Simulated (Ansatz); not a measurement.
Basis-set series for C2H5ClO2Si (`O=COC[SiH2]Cl`). The species carries charge 0 and has multiplicity 1. Geometry: relaxed with PBE0-D4/def2-TZVP. It is one conformer, not always the lowest.

```csv
functional,basis,functions,energy (Eh),HOMO (eV),LUMO (eV)
PBE0-D4,def2-TZVPP,278,-979.00841,-8.48,-0.19
PBE0-D4,def2-QZVPP,518,-979.04419,-8.51,-0.28
ωB97M-V,def2-TZVPP,278,-979.40829,-10.72,1.97
ωB97M-V,def2-QZVPP,518,-979.44217,-10.76,1.54
```

Q: Give the rows for def2-SVP. (Estimate.)

A: Ansatz gave: 
| functional | basis | functions | energy (Eh) | HOMO (eV) | LUMO (eV) |
| --- | --- | --- | --- | --- | --- |
| PBE0-D4 | def2-SVP | 117 | -978.48039 | -8.37 | 0.06 |
| ωB97M-V | def2-SVP | 117 | -978.87300 | -10.59 | 2.48 |

Positive LUMOs are unbound and depend on the basis.
